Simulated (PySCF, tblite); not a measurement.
Isomers of C5H8NO2 (doublet state), one GFN2-xTB conformer each. Single-point energies are computed at B3LYP/pcH-1 (PySCF, gas phase, no added dispersion term), electronic only. GFN2-xTB treats the open shell by occupation alone, and not every SCF solution was tested for stability.

Question: Rank them by B3LYP/pcH-1 energy, lowest first (kcal/mol).
A. `[CH2:1][C@H:2]([CH:3]=[O:4])[C:5](=[O:6])[NH:7][CH3:8]` (doublet state) with H–C1–C2–C3 -148° and 37°, C1–C2–C3–O4 142°, C1–C2–C5–O6 -122°, C2–C5–N7–C8 -179°
B. `[NH2:1][C:2](=[O:3])[C:4]1[CH2:5][CH2:6][O:7][CH2:8]1` (doublet state) with H–N1–C2–O3 -10° and -163°, N1–C2–C4–C5 1°, C2–C4–C5–C6 168°, C4–C5–C6–O7 26°, C5–C6–O7–C8 -33°, C6–O7–C8–C4 25°

Answer: B (0.0), A (14.0).

GFN2-xTB itself gives, in the same order: 0.0, 29.8. Both levels put the same isomer lowest.

Q: What happens when harmonic zero-point energies from GFN2-xTB frequencies are added?

A: 
```tsv
SMILES	ZPE (kcal/mol)	electronic (kcal/mol)	with ZPE (kcal/mol)
NC(=O)[C]1CCOC1	78.5	0.0	0.0
[CH2][C@H](C=O)C(=O)NC	75.9	14.0	11.3
```

The zero-point energies span 2.6 kcal/mol. The order is unchanged.
